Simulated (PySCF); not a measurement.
# Mass spectrum arithmetic for `[O]c1ccccc1OC=O`

Species: `[O]c1ccccc1OC=O` [radical].

Calculated from isotope tables alone.

Question: Find the molar and monoisotopic masses of C7H5O3.

Answer: For C7H5O3, with standard atomic weights, 3 × 15.999 + 7 × 12.011 + 5 × 1.008 = 137.114 g/mol. From the most abundant isotopes (16O, 12C, 1H), 3 × 15.994915 + 7 × 12.000000 + 5 × 1.007825 = 137.0239 u.

Question: Work out the cluster of the singly charged cation M+, one line a nominal mass.

Answer: 
```json
{"nominal mass": "137", "m/z (centroid)": "137.0233", "relative intensity": "100.0"}
{"nominal mass": "138", "m/z (centroid)": "138.0267", "relative intensity": "7.7"}
{"nominal mass": "139", "m/z (centroid)": "139.0283", "relative intensity": "0.9"}
```

Cut off at 0.1 %. One electron mass, 0.00055 u, is taken off.

Question: Give the mass fraction of each element.

Answer: O 35.01 %, C 61.32 %, H 3.68 %.

Question: Resolve the fine structure: one atom at a time replaced by a minor isotope.

Answer: Intensity in % of the monoisotopic species:

| isotope | mass shift (u) | m/z | intensity (%) |
| --- | --- | --- | --- |
| 13C | +1.00335 | 138.0267 | 7.57 |
| 17O | +1.00422 | 138.0275 | 0.11 |
| 2H | +1.00628 | 138.0296 | 0.06 |
| 18O | +2.00425 | 139.0276 | 0.62 |

Species under 0.02 % are left out.

Question: What share of all molecules is the monoisotopic species?

Answer: 0.99757^3 × 0.9893^7 × 0.999885^5 = 92.02 %.
